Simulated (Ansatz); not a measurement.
Born–Oppenheimer molecular dynamics of B₂Cl₂H₄ (8 atoms, charge 0, multiplicity 1). It starts from a relaxed structure.

All numbers below come from RKS PBE0-D4/STO-3G (Ansatz).

```
ensemble        : NVT, Langevin thermostat
time step       : 0.5 fs
steps asked     : 100
set temperature : 100 K
friction        : 0.05 /fs
seed            : 882942
```

First frame:

```xyz
8
Properties=species:S:1:pos:R:3
B -0.367 1.212 -0.464
Cl -1.169 -0.030 0.845
B 0.366 -1.212 0.464
Cl 1.162 0.025 -0.854
H -1.054 1.278 -1.407
H 0.017 2.165 0.094
H 1.055 -1.265 1.407
H -0.010 -2.172 -0.086
```

(1) What does the run give?

(2) What happens to the structure?

(3) How do temperature and energy run in time?

## Answers

(1) The run went to its last step.

```json
{
  "steps done": "100",
  "time covered": "50 fs",
  "mean temperature over the second half": "87 K",
  "spread of the potential energy over the second half": "2.2 meV per atom",
  "mean potential energy of the second half above the start": "9.9 meV per atom"
}
```

The mean temperature of the second half is 13 % below the set value. A run of 0.05 ps of so small a system gives no equilibrium averages. Limits of this set-up: minimal basis.

(2) The same pairs are bonded in the first frame and the last. Pairs count as bonded within 1.25 times the sum of covalent radii (0.12 Å more for H–H). This is one draw of velocities; another would differ in detail.

(3) 
```
time (fs)  T (K)  potential energy less start (eV)
      0.0     88                             0.000
      1.5     65                             0.020
      3.0     53                             0.037
      4.5     58                             0.025
      6.0     44                             0.034
      7.5     41                             0.040
      9.0     58                             0.031
     10.5     55                             0.040
     12.0     48                             0.054
     13.5     92                             0.035
     15.0     80                             0.042
     16.5     57                             0.065
     18.0     72                             0.054
     19.5    110                             0.040
     21.0     99                             0.060
     22.5     83                             0.068
     24.0     74                             0.068
     25.5     98                             0.077
     27.0     89                             0.101
     28.5     93                             0.097
     30.0    114                             0.073
     31.5    100                             0.078
     33.0     95                             0.088
     34.5     70                             0.086
     36.0     90                             0.074
     37.5     85                             0.063
     39.0     87                             0.047
     40.5    117                             0.039
     42.0     92                             0.061
     43.5     64                             0.084
     45.0     68                             0.088
     46.5     53                             0.099
     48.0     64                             0.103
     49.5     88                             0.091
```

The run took 56 s on 1 CPU thread of a shared host.
